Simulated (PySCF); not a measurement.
An unknown is described by computed data only.

Formula: C4H6F3N.

* Rotational structure: rotational constants A, B, C: 4.583, 1.060, 1.052 GHz [GFN2-xTB]
* UV, strongest line: among the 8 lowest singlet transitions: S4 at 7.76 eV (160 nm, f = 0.304) [TDDFT B3LYP/def2-SVPD]
* Polarisability: 62.0 au [B3LYP/def2-SVPD]
* Dipole: 3.34 D [B3LYP/def2-SVPD]
* NMR, other nuclei: isotropic shieldings of nuclei other than C and H, by class: -89 (1 N), 258 (3 F) ppm [GIAO PBE0/pcSseg-1]
* Triplet: lowest triplet excitation (Tamm–Dancoff): 4.36 eV [TDA B3LYP/def2-SVPD]
* 13C NMR: chemical shifts (computed TMS as zero) by class: 172.4 (1 C), 133.3 (1 C), 66.9 (1 C), 27.1 (1 C) ppm [GIAO PBE0/pcSseg-1]
* UV, first state: lowest singlet excitation: 5.11 eV (243 nm, f = 0.001) [TDDFT B3LYP/def2-SVPD]

The electronic properties come from PySCF, for the isolated species, density fitting. Levels stand in brackets. One conformer (not necessarily the lowest) at the GFN2-xTB geometry, without solvent, vibrations or thermal averaging. NMR values are class means; diastereotopic atoms form classes of their own.

Question: What is the compound? Reason from the data.

Answer: Numbering: `[CH3:1]/[CH:2]=[N:3]/[CH2:4][C:5]([F:6])([F:7])[F:8]`. Its formula, C4H6F3N, gives 1 degree of unsaturation: 0 rings and 1 π bond in the structure found. 4 carbons fall into 4 classes; from least to most shielded: imine carbon [C2] (172.4 ppm), CF3 carbon [C5] (133.3 ppm), sp3 carbon bound to nitrogen [C4] (66.9 ppm), methyl carbon [C1] (27.1 ppm). The other shieldings belong to: -89 ppm, imine nitrogen [N3]; 258 ppm, fluorine of a CF3 group [F6/F7/F8]. S1 is mainly HOMO→LUMO (weight 0.99); the largest Löwdin shares of the orbital it empties are 0.60 on the imine nitrogen, 0.13 on the imine carbon, 0.10 on the sp3 carbon bound to nitrogen and 0.06 on the hydrogen on a C=N carbon, of the orbital it fills 0.37 on the imine carbon, 0.33 on the imine nitrogen, 0.07 on the methyl carbon and 0.06 on the hydrogen on a C=N carbon. The optimised geometry has point group C1 and is an asymmetric top. Structure: `C/C=N/CC(F)(F)F`. Computed isomers that give other values at the same levels: `NC/C=C\C(F)(F)F` (13C chemical shifts (computed TMS as zero) by class: 155.3 (1 C), 132.5 (1 C), 126.2 (1 C), 45.5 (1 C) ppm). The assignments are read from this structure; whether some other isomer fits the data as well wasn't checked.

Shape of the structure used: `[CH3:1]/[CH:2]=[N:3]/[CH2:4][C:5]([F:6])([F:7])[F:8]`: C2–N3–C4–C5 110°, N3–C4–C5–F6 -63°.
